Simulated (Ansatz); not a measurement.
## Molecular dynamics of H6O3Si2

input.yaml

```yaml
crystal:
  periodic: [false, false, false]
  atoms:
    - { symbol: Si, position_ang: [-0.118089, -0.10484, 0.062476] }
    - { symbol: Si, position_ang: [0.02075, 0.020902, 2.405262] }
    - { symbol: H, position_ang: [-1.328381, -0.22978, 3.03908] }
    - { symbol: H, position_ang: [0.970097, -1.040668, 2.910742] }
    - { symbol: H, position_ang: [0.524923, 1.369396, 2.854922] }
    - { symbol: O, position_ang: [1.356448, 0.140354, -0.733894] }
    - { symbol: H, position_ang: [1.817696, -0.702237, -0.911826] }
    - { symbol: O, position_ang: [-1.152941, 1.159301, -0.369158] }
    - { symbol: H, position_ang: [-1.143038, 1.337936, -1.331395] }
    - { symbol: O, position_ang: [-0.617704, -1.640174, -0.479781] }
    - { symbol: H, position_ang: [-1.42256, -1.958691, -0.027427] }
basis:
  gaussian: { orbitals: cc-pVDZ }
hamiltonian:
  xc: pbe
md:
  timestep: 0.5
  n_steps: 500
  ensemble: nve
  temperature: 300.0
  initial_velocities: maxwell_boltzmann
  seed: 327383
```

Launched with:

```bash
$ ansatz run input.yaml --threads 4 --pin off --max-ram 5120MiB --backend cpu --events-out ev --progress --plain --runs-dir out
```

It starts from a relaxed structure.

Output, in part (step lines, the closing report, with atoms numbered from 0):

```
md step     0: t =     0.00 fs  T =   300.0 K  F+E_penalty+E_count = -21982.61769350 eV  E_kin = 0.349002 eV  conserved = -21982.26869150 eV  (28 SCF iters)
md step     1: t =     0.50 fs  T =   294.1 K  F+E_penalty+E_count = -21982.61068170 eV  E_kin = 0.342158 eV  conserved = -21982.26852322 eV  (29 SCF iters)
md step     2: t =     1.00 fs  T =   278.6 K  F+E_penalty+E_count = -21982.59226500 eV  E_kin = 0.324133 eV  conserved = -21982.26813178 eV  (29 SCF iters)
md step     3: t =     1.50 fs  T =   258.5 K  F+E_penalty+E_count = -21982.56839407 eV  E_kin = 0.300700 eV  conserved = -21982.26769425 eV  (29 SCF iters)
md step     4: t =     2.00 fs  T =   239.2 K  F+E_penalty+E_count = -21982.54573184 eV  E_kin = 0.278311 eV  conserved = -21982.26742108 eV  (28 SCF iters)
md step     5: t =     2.50 fs  T =   224.4 K  F+E_penalty+E_count = -21982.52848423 eV  E_kin = 0.261063 eV  conserved = -21982.26742117 eV  (29 SCF iters)
md step     6: t =     3.00 fs  T =   214.1 K  F+E_penalty+E_count = -21982.51675062 eV  E_kin = 0.249117 eV  conserved = -21982.26763330 eV  (29 SCF iters)
md step     7: t =     3.50 fs  T =   205.9 K  F+E_penalty+E_count = -21982.50739277 eV  E_kin = 0.239506 eV  conserved = -21982.26788707 eV  (29 SCF iters)
[... lines left out ...]
md step   497: t =   248.50 fs  T =   142.5 K  F+E_penalty+E_count = -21982.43323899 eV  E_kin = 0.165750 eV  conserved = -21982.26748857 eV  (29 SCF iters)
md step   498: t =   249.00 fs  T =   140.0 K  F+E_penalty+E_count = -21982.43026263 eV  E_kin = 0.162844 eV  conserved = -21982.26741842 eV  (29 SCF iters)
md step   499: t =   249.50 fs  T =   142.5 K  F+E_penalty+E_count = -21982.43324229 eV  E_kin = 0.165786 eV  conserved = -21982.26745660 eV  (29 SCF iters)
md step   500: t =   250.00 fs  T =   149.6 K  F+E_penalty+E_count = -21982.44160482 eV  E_kin = 0.174013 eV  conserved = -21982.26759190 eV  (29 SCF iters)
Total energy: -21982.44164386 eV, -807.8398301776 hartree
Atom 0 at    -0.116250    -0.104387     0.038964 Å, force    -0.884550    -0.574618     1.446022 eV/Å
Atom 1 at     0.051306     0.016264     2.411156 Å, force     0.208473     0.491898    -0.655414 eV/Å
Atom 2 at    -1.287388    -0.094511     3.009161 Å, force    -0.672353    -0.265299     0.337994 eV/Å
Atom 3 at     0.968715    -1.012526     2.993692 Å, force     0.137781    -0.128687     0.088470 eV/Å
Atom 4 at     0.488891     1.412748     2.784497 Å, force     0.215753    -0.052471     0.011197 eV/Å
Atom 5 at     1.377833     0.152478    -0.666241 Å, force     0.201323     0.257557    -0.424249 eV/Å
Atom 6 at     1.851999    -0.691283    -0.750990 Å, force     0.241740    -0.203949    -0.124833 eV/Å
Atom 7 at    -1.200249     1.124748    -0.395628 Å, force     0.476598    -0.147190     0.060959 eV/Å
Atom 8 at    -0.858116     1.351240    -1.277961 Å, force    -0.269202     0.537048    -0.603645 eV/Å
Atom 9 at    -0.664360    -1.624741    -0.501216 Å, force    -0.745184    -0.498722     0.400189 eV/Å
Atom 10 at    -1.495978    -1.962067    -0.046887 Å, force     1.089622     0.584432    -0.536690 eV/Å
Dipole moment:     0.038175    -0.292879    -0.131719 e Å
```

The steps, from the saved trajectory:

```tsv
time (fs)	T (K)	potential energy less start (eV)	conserved less start (meV/atom)
0	300	0.000	0.00
8	139	0.187	0.06
16	184	0.135	0.09
24	143	0.183	0.08
32	146	0.179	0.04
40	226	0.086	0.01
48	96	0.238	0.09
56	189	0.130	0.10
64	153	0.172	0.06
72	187	0.131	0.02
80	159	0.165	0.06
88	109	0.224	0.10
96	172	0.150	0.09
104	171	0.151	0.04
112	180	0.140	0.04
120	147	0.179	0.09
128	152	0.174	0.12
136	176	0.145	0.06
144	178	0.143	0.04
152	127	0.202	0.08
160	122	0.208	0.12
168	151	0.175	0.10
176	130	0.199	0.08
184	167	0.156	0.06
192	89	0.247	0.11
200	120	0.210	0.13
208	129	0.199	0.09
216	114	0.217	0.07
224	137	0.191	0.09
232	118	0.213	0.13
240	153	0.172	0.12
248	149	0.177	0.09
```

The run went to its last step. The conserved energy stayed within 0.16 meV per atom of its start (net change 0.1 meV per atom), so the integration is sound. Over the second half the temperature averaged 0.50 of the 300 K drawn at the start: a run that starts near a minimum puts about half its kinetic energy into the potential. A run of 0.25 ps of so small a system gives no equilibrium averages.

The same pairs are bonded in the first frame and the last. Pairs count as bonded within 1.25 times the sum of covalent radii (0.12 Å more for H–H).

Last frame:

```xyz
11
Properties=species:S:1:pos:R:3
Si -0.116 -0.104 0.039
Si 0.051 0.016 2.411
H -1.287 -0.095 3.009
H 0.969 -1.012 2.994
H 0.489 1.413 2.784
O 1.378 0.152 -0.666
H 1.852 -0.691 -0.751
O -1.200 1.125 -0.396
H -0.858 1.351 -1.278
O -0.664 -1.625 -0.501
H -1.496 -1.962 -0.047
```

Time of the run: 9.6 min on 4 threads of Arm Neoverse V1, on a shared host, peak memory 0.16 GiB.
